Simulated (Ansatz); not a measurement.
Cartesian coordinates (Å):
SMILES: [BH2]
```xyz
3

B     -0.0007     0.3389     0.0000
H     -1.0770    -0.1717     0.0000
H      1.0777    -0.1672     0.0000
```
Charge 0, spin multiplicity 2.

Level of theory: frozen-core CCSD(T)/cc-pVTZ // PBE0-D4/def2-TZVP (Ansatz, an electronic-structure program).

```json
{
  "HF energy": "-25.76025 Ha",
  "MP2 correlation energy": "-0.08240 Ha"
}
```

Problem. Estimate the CCSD correlation energy, the (T) correction, the total energy and the T1 diagnostic.

Solution. 
```yaml
CCSD correlation energy: -0.10083 Ha
"(T) correction": -0.00196 Ha
CCSD(T) total energy: -25.86304 Ha
T1 diagnostic: 0.010
```
